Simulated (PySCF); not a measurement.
## Unknowns

PySCF 2.14.0 with density-fitted response routines calculation with B3LYP/pcJ-1 coupling constants, geometry from GFN2-xTB and PBE0/pcSseg-1 with gauge-including orbitals; one conformer, no solvent model, equivalent nuclei averaged, no relativistic terms.

δ = σ(ref) − σ, references computed at the same level: $^{1}$H (31.72 ppm), $^{13}$C (186.93 ppm) against TMS. Multiplet labels drop J under 1 Hz and among equivalent protons, and merge close values. Unscaled 3J(H,H) run several per cent high. Splittings of carbon signals by F and P are missing where no couplings were computed. Where no couplings were computed, multiplicities follow the n + 1 count of equivalent neighbours, and m marks all less simple cases (inequivalent or close neighbours, rings, F or P nearby). Acid and N–H amide carbonyl carbons lie up to 10 ppm further downfield in solution (hydrogen bonding). Shifts are as computed. Against solution values, carbons near 30 ppm lie about +3 ppm off and those near 130 ppm about +5 ppm; carbons on Cl a further +6 ppm. Of 1211 compounds with measured shifts, 218 miss one by over three times the rms of a fit or turn the order of signals round; such compounds aren't used in these exercises. Carbons bonded to Cl come out too deshielded. OH and NH positions are gas-phase values without hydrogen bonding to other molecules.

**Question.** C4H11F3OSi2. $^{1}$H NMR (400 MHz, computed): δ 4.95 (m, 2H), 0.28 (s, 9H). $^{13}$C{$^{1}$H} NMR (computed): δ 138.6 (C), 2.4 (CH3). Identify the compound.

**Answer.** `InChI=1S/C4H11F3OSi2/c1-10(2,3)8-9-4(5,6)7/h9H2,1-3H3`. Rings plus π bonds: 0. 2 carbon signals for 4 carbons: some carbons are equivalent by symmetry or fast rotation. Carbon types of the structure: 1 × C, 3 × CH3, leaving 2 H on heteroatoms. δC 138.6: CF3 carbon; 3 electronegative neighbours deshield it. δC 2.4: methyl carbon bonded to Si; an electropositive neighbour leaves it electron-rich and shielded. δH 4.95: hydrogen on a silicon bonded to C, O. δH 0.28: hydrogen on a methyl carbon bonded to Si; an electropositive neighbour shields it, as in TMS itself.

The data come from this structure; uniqueness wasn't tested.

**Question.** C7H7Cl. $^{1}$H NMR (600 MHz, computed): δ 7.52 (m, 2H), 7.42 (m, 2H), 2.45 (s, 3H). $^{13}$C{$^{1}$H} NMR (computed): δ 142.8 (C), 141.5 (C), 135.5 (CH), 134.8 (CH), 23.4 (CH3). Identify the compound.

**Answer.** `Cc1ccc(Cl)cc1`. Rings plus π bonds: 4 (1 ring in the answer). 5 carbon signals for 7 carbons: some carbons are equivalent by symmetry or fast rotation. Carbon types of the structure: 2 × C, 4 × CH, 1 × CH3, which accounts for all hydrogens. δC 142.8: aromatic carbon bearing chlorine. δC 141.5: substituted aromatic carbon. δC 135.5, 134.8: aromatic CH; the aromatic region. δC 23.4: methyl carbon on an aromatic ring; saturated and bonded to C and H only.

The shifts were computed for this structure.

**Question.** C3H4O2. $^{1}$H NMR (500 MHz, computed): δ 7.09 (m, 1H), 6.37 (m, 1H), 6.36 (m, 1H), 6.12 (br s, 1H). $^{13}$C{$^{1}$H} NMR (computed): δ 170.4 (C), 143.1 (CH2), 134.1 (CH). Identify the compound.

**Answer.** acrylic acid (SMILES C=CC(=O)O). Rings plus π bonds: 2 (no ring in the answer). 3 carbon signals for 3 carbons: no two carbons are equivalent. Carbon types of the structure: 1 × C, 1 × CH, 1 × CH2, leaving 1 H on heteroatoms. δC 170.4: carboxylic acid carbon; lone-pair donation from the attached heteroatom keeps it upfield of a ketone carbonyl. δC 143.1: β carbon of a C=C–C=O unit; conjugation with the carbonyl draws π density from the β position. δC 134.1: α carbon of a C=C–C=O unit; an sp2 carbon of a C=C bond. δH 6.36: hydrogen on an α carbon of a C=C–C=O unit; a vinylic proton, deshielded by the sp2 carbon and the C=C anisotropy.

This is the structure that produced the data.
